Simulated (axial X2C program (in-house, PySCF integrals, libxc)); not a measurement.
MgMo: properties at the nuclei

Calculated with an in-house all-electron X2C program for linear molecules (integrals from PySCF): two-component X2C with atomic mean-field Coulomb and Gaunt terms, Gaussian nuclei, basis Mo dyall-cv3z, Mg dyall-cv3z with contracted cores.

R = 2.988 Å (near the PBE0 minimum at charge 0 of the determinant lowest at the starting distance; the state shown can have its own minimum elsewhere).

Determinant lowest in the PBE0 search, Ω = 3 (⟨Sz⟩ = 3.00, ⟨Lz⟩ = 0.00 at PBE0), spin on the atoms Mo 2.88, Mg 0.12:

```
 level  Eeff magnitude (GV/cm)  Ws magnitude Mo (kHz)  A∥/gI Mo (MHz)  qzz Mo (a.u.)  A∥/gI Mg (MHz)  qzz Mg (a.u.)  μ (D)
  PBE0                   0.861                  0.142             529          -0.33            19.3          -0.19  -0.05
    HF                   0.681                  0.112             332          -0.28            4.53          -0.19  -0.49
r2SCAN                   0.964                  0.156             586          -0.35            19.1          -0.20  -0.18
  BP86                    1.08                  0.179             585          -0.31            27.9          -0.18   0.29
   LDA                    1.18                  0.194             609          -0.35            35.6          -0.17   0.57
```

Eeff is the effective electric field on the electron electric dipole moment in this Ω state and Ws the scalar–pseudoscalar constant of the nucleus named (defined with the proton number Z and per Ω); A∥ (defined per Ω) follows by multiplying with gI = μI/(I μN); qzz is the electric field gradient, eQq0 = 234.96 MHz × Q/barn × qzz; μ is positive if the Mg end (last atom) is positive. The operators were transformed with the bare-nucleus X2C matrices; with these basis sets, hyperfine constants and field gradients can be off by tens of per cent, and where levels differ in sign neither size nor sign is settled.

(1) With gI(95Mo) = -0.3657, Q(95Mo) = -0.022 barn, Q(25Mg) = 0.1994 barn (g factors from the IAEA table of nuclear moments by Stone; Q from Pyykkö, Mol. Phys. 2018), turn the PBE0 values of the first state into constants in MHz.

Each state is one determinant with collinear spin, which with several unpaired electrons need not be a pure state. Unrestricted Hartree–Fock can overshoot spin polarisation at the nuclei. This is the top spin component of a Σ state; components of lower Ω are not single determinants and can lie lower. With several open shells hyperfine constants can be off by a factor of several. Open-shell Ω = 0 determinants with evenly filled partner blocks cannot be reached by this program, so the Ω shown need not be the lowest component. The search compared states at one distance, so a state with another bond length can lie lower. Further determinants of the search, some of them spin-mixed, are not shown. Where a field gradient or hyperfine factor spreads by more than a factor of two over the levels, a constant derived from it is not to be relied on.

Answers

(1) A∥(95Mo) = 529 × -0.3657 = -193 MHz; eQq0(95Mo) = 234.96 × (-0.022) × (-0.33) = 1.71 MHz; eQq0(25Mg) = 234.96 × (0.1994) × (-0.19) = -8.9 MHz.
